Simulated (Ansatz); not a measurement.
Cl4OW, charge +1, doublet, geometry from GFN2-xTB (such geometries of metal compounds can be far from the true shape) (the multiplicity is a formal guess) (core potentials on W); B3LYP/def2-SVP (Ansatz, an electronic-structure program).

Ansatz was given this input:
Ansatz 0.2 input:
```yaml
crystal:
  periodic: [false, false, false]
  atoms:
    - {symbol: W, position_ang: [0.19312418, -0.17895695, -0.03195915]}
    - {symbol: O, position_ang: [1.59871201, -0.52124860, -0.85822968]}
    - {symbol: Cl, position_ang: [0.55270696, -0.37154999, 2.09430151]}
    - {symbol: Cl, position_ang: [-1.17972309, 1.02559978, -1.59328696]}
    - {symbol: Cl, position_ang: [-1.18858374, -1.82955839, -0.26385221]}
    - {symbol: Cl, position_ang: [0.22260663, 2.19979115, 0.30582675]}
basis:
  gaussian:
    orbitals: def2-SVP
hamiltonian:
  xc: b3lyp
total_charge: 1
magnetization: {spin_polarized: true, initial_magnetization: 1}
accuracy: high
```

It wrote (shortened):

```
Functional definition: B3LYP
2471 factors; integrals over basis functions are off by at most 9.8e-9 eV
mean field evaluation 1: about -53931.9801 eV, gradient 5.5e1 eV
mean field evaluation 2: about -53728.7140 eV, gradient 1.8e2 eV
mean field evaluation 4: about -53943.0344 eV, gradient 1.2e1 eV
mean field evaluation 8: about -53943.8590 eV, gradient 6.8e-1 eV
mean field evaluation 16: about -53943.8617 eV, gradient 4.6e-4 eV
mean field evaluation 32: about -53943.8617 eV, gradient 9.9e-8 eV
mean field -53943.86168322 eV, -1982.4003523958 hartree, gradient 9.5e-8 eV, S^2 0.755496; 0 other end points of the search recorded, 0 dependent functions left out
reference -53943.86172945 eV, -1982.4003540947 hartree; 45, 44 occupied and 73, 74 virtual orbitals, 2471 factors
Total energy: -53943.86172945 eV, -1982.4003540947 hartree
```
